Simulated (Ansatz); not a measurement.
```xyz
13

F    -2.8856   -1.0591   -1.3067
C    -1.9045   -0.1838   -1.1484
F    -2.3400    1.0088   -1.5990
F    -0.8923   -0.5439   -1.9499
O    -1.5502   -0.1298    0.1314
Ge   -0.2300    0.9251    0.7388
O     0.9847   -0.2046    1.4180
C     2.0242   -0.6661    0.7270
F     2.6682   -1.5767    1.4416
F     2.8971    0.3095    0.4218
F     1.6589   -1.2282   -0.4338
H    -0.7950    1.6154    1.9673
H     0.3644    1.7335   -0.4080
```

The species carries charge 0 and has multiplicity 1.

Q: List the r2SCAN/def2-TZVPP orbital energies in eV (Ansatz). (An estimate is asked.)

A: The calculation gave: Occupied: -10836.54, -1351.54, -1201.60, -1201.60, -1201.56, -667.51, -667.51, -667.49, -667.47, -667.47, -667.47, -517.44, -517.42, -281.31, -281.31, -169.81, -119.55, -119.52, -119.41, -35.36, -35.35, -33.02, -32.87, -32.79, -32.78, -32.74, -32.72, -32.69, -32.66, -32.64, -28.62, -28.25, -18.80, -18.20, -16.87, -15.93, -15.77, -15.74, -15.72, -15.34, -13.80, -12.21, -12.13, -12.09, -12.04, -11.62, -11.57, -11.44, -11.14, -11.08, -11.04, -10.50, -10.37, -10.36, -9.80, -9.49, -9.24, -9.02. Lowest empty: -0.86, -0.70, -0.45, 1.40, 2.68, 3.34, 3.55, 3.91.
